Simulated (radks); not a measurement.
Problem. Spherical quantum dot in the effective-mass picture: electrons in a parabolic well V = omega^2 r^2 / 2 with omega = 0.275, all in effective atomic units (hartree* = m*/eps^2 hartree, bohr* = eps/m* bohr), one dielectric constant everywhere. Method: non-relativistic Kohn-Sham, exchange-only LDA, spin-polarised, spherical densities; computed with a radial shooting solver with Libxc functionals. Levels are named by radial order and angular momentum (1s, 1p, 1d, 2s, ...), and open shells are averaged over m. At N = 1 the configuration is 1s(up 1, down 0). Does electron 2 go into 1p up or 1s down?

Solution. Into 1s down. The total energies of the other choices lie higher by 0.144 hartree* (1p up).
